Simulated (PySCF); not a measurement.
## Dipole response of Pb²⁺ (lead, charge +2)

[Xe] 4f14 5d10 6s2, closed-shell 1S. Computed with PySCF 2.14 in aug-cc-pVQZ-PP with one added diffuse shell each of s, p, d, f, g type with ECP60MDF (8s8p6d4f3g, 117 functions), with a scalar-relativistic core potential. Coupled (time-dependent) response in atomic units; α is the mean over directions.

```tsv
method	mean α (bohr³)	C₆ (like pair)	S(−4)
UHF	15.58	105.3	73.62
PBE	13.32	90.40	47.36
PBE0	13.76	93.16	52.00
```

S(−4) is the Cauchy moment in α(ω) = α(0) + S(−4) ω² + …

α(iu) at UHF:

```
u (hartree)  α(iu) (bohr³)
          0          15.58
     0.0500          15.40
      0.100          14.88
      0.200          13.21
      0.300          11.29
      0.500          8.178
      0.750          5.836
       1.00          4.466
       1.50          2.951
       2.00          2.120
       3.00          1.238
       5.00         0.5544
```

A single London oscillator, α(iu) = α/(1 + u²/ω²), gives C₆ = (3/4) ω α². Matching the computed C₆ needs ω = 4 × 105.3 / (3 × 15.58²) = 0.578 hartree.

For an ion, C₆ is the dispersion term alone; charge-induced terms of lower order in 1/R come first.

Energies and moments cover only the electrons outside the core potential. Spin-orbit coupling, which splits the p, d and f shells strongly at this Z, is absent.
